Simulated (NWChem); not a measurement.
# BH3S2O; SMILES SB(S)O

```xyz
7

B      0.4036     0.0306     0.0000
O      1.7543     0.1197     0.0000
H      2.2205    -0.7203     0.0000
S     -0.5523    -1.5265     0.0000
H      0.4923    -2.3843     0.0000
S     -0.4907     1.6134     0.0000
H     -1.7333     1.0873     0.0000
```
Atoms are numbered in this order, from 1.

All runs: NWChem. Structure relaxed at the PBE0/def2-SVP level. Vzz is the largest principal value of the second derivative of the potential at the nucleus (NWChem prints the opposite sign); η is the asymmetry. Non-relativistic.

```csv
level,Vzz B1 (a.u.),η B1,Vzz O2 (a.u.),η O2,Vzz S4 (a.u.),η S4,Vzz S6 (a.u.),η S6
PBE/def2-SVP,0.215,0.27,1.332,0.23,1.863,0.85,1.715,0.97
PBE/cc-pVTZ,0.245,0.28,1.285,0.21,1.772,0.82,1.628,0.93
Hartree-Fock/def2-SVP,0.328,0.15,1.452,0.29,1.998,0.79,1.883,0.86
Hartree-Fock/cc-pVTZ,0.347,0.19,1.389,0.26,2.027,0.76,1.909,0.83
```
